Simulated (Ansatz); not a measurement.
`OC[O][AlH][InH2]`, 11 atoms. The species carries charge 0 and has multiplicity 1. Correlated methods include outer-core shells of In, which these sets cover unevenly. In takes the def2 core potential. All runs use 4 threads of an Arm Neoverse V1 on a shared host. Correlated methods freeze the cores.

Question: Give the basis size and wall time and peak host memory of each of these runs in Ansatz. RKS PBE0-D4/def2-SVP energy; RHF-CCSD(T)/def2-TZVPP energy; RKS PBE0-D4/def2-TZVP frequencies; RKS ωB97M-V/def2-SVP energy; RKS B97M-V/def2-TZVPP energy; RHF-CCSD(T)/def2-SVP energy; direct RPA on PBE orbitals/def2-TZVPP energy; RHF-MP2/def2-QZVPP energy; RKS PBE0-D4/def2-TZVP relaxation (7 steps); RKS ωB97M-V/def2-QZVPP energy; RKS B3LYP-D4/def2-TZVPP energy and forces; RKS r2SCAN0-D4/def2-TZVPP energy. (An estimate is asked.)

Answer: The calculation gave: Other jobs shared the machine, so times are rough.

```tsv
level	job	functions	wall time	peak host memory (GiB)
RKS PBE0-D4/def2-SVP	energy	116	1.5 s	0.27
RKS ωB97M-V/def2-SVP	energy	116	5.5 s	0.42
RKS r2SCAN0-D4/def2-TZVPP	energy	269	6.5 s	0.82
RKS B3LYP-D4/def2-TZVPP	energy and forces	269	6.5 s	0.87
direct RPA on PBE orbitals/def2-TZVPP	energy	269	9 s	0.83
RHF-CCSD(T)/def2-SVP	energy	116	10 s	0.67
RKS B97M-V/def2-TZVPP	energy	269	13 s	0.5
RKS ωB97M-V/def2-QZVPP	energy	503	26 s	2.5
RHF-MP2/def2-QZVPP	energy	503	28 s	3.5
RKS PBE0-D4/def2-TZVP	relaxation (7 steps)	216	35 s	0.66
RKS PBE0-D4/def2-TZVP	frequencies	216	3.6 min	0.68
RHF-CCSD(T)/def2-TZVPP	energy	269	5.2 min	7.5
```

B3LYP here is the variant with VWN-RPA as its local correlation; programs differ in this.
